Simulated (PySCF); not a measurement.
**Two-component Hartree-Fock for Rh⁴⁺ (rhodium, charge +4)**

Start: [Kr] 4d5; 4d3/2 filled at m_j = -3/2, -1/2, +1/2, +3/2; 4d5/2 filled at m_j = +5/2. Calculated with PySCF 2.14 in x2c-SVPall-2c (6s8p6d1f, 67 functions): generalised Hartree-Fock with the X2C-1e Hamiltonian and a Gaussian nucleus; one run each with spin-orbit coupling (SO) switched off, then screened by Boettger's factors.

| spinor shell | electrons | ε, spin-free (eV) | ε, screened SO (eV) | weight of nominal j (screened SO) | rms radius, screened SO (bohr) |
| --- | --- | --- | --- | --- | --- |
| 1s1/2 | 2 | -23393.1 | -23391.7 | 1.000 | 0.0375 |
| 2s1/2 | 2 | -3519.3 | -3518.8 | 1.000 | 0.154 |
| 2p1/2 | 2 | -3153.8 | -3253.9 | 1.000 | 0.134 |
| 2p3/2 | 4 | -3153.8 | -3107.2 | 1.000 | 0.138 |
| 3s1/2 | 2 | -708.71 | -708.60 | 1.000 | 0.415 |
| 3p1/2 | 2 | -585.22 | -603.09 | 1.000 | 0.411 |
| 3p3/2 | 4 | -585.22 | -576.84 | 1.000 | 0.422 |
| 3d3/2 | 4 | -387.81 | -391.07 | 0.954 | 0.401 |
| 3d5/2 | 6 | -387.81 | -385.53 | 0.969 | 0.404 |
| 4s1/2 | 2 | -153.44 | -153.42 | 1.000 | 1.04 |
| 4p1/2 | 2 | -114.90 | -122.23 | 0.674 | 1.12 |
| 4p3/2 | 4 | -114.90 | -111.32 | 0.837 | 1.13 |
| 4d3/2 | 4 | -64.576 | -64.628 | 0.545 | 1.39 |
| 4d5/2 | 1 | -64.576 | -64.316 | 1.000 | 1.40 |

```
   quantity    spin-free  screened SO
E (hartree)  -4776.92325  -4777.64335
        M_J          5/2          5/2
       ⟨J²⟩        8.750        8.750
       ⟨L²⟩        0.000        0.031
       ⟨S²⟩        8.750        8.710
```

Each row is a mean over spinors that exchange with the open shell spreads, by up to 12.254 eV (4p3/2).

Rows whose weight is well below 1 are mixtures of j = l ± 1/2: exchange outweighs spin-orbit coupling there, and the label is only the starting occupation.

Breit and QED terms are absent; they matter most for the inner s and p1/2 levels.

Densities and radii are taken from the X2C orbitals without a picture-change correction, which distorts them close to the nucleus.

Without spin-orbit coupling the j labels of p, d and f shells carry no meaning; the spin-free column gives the mean over the occupied spinors of each nl shell.
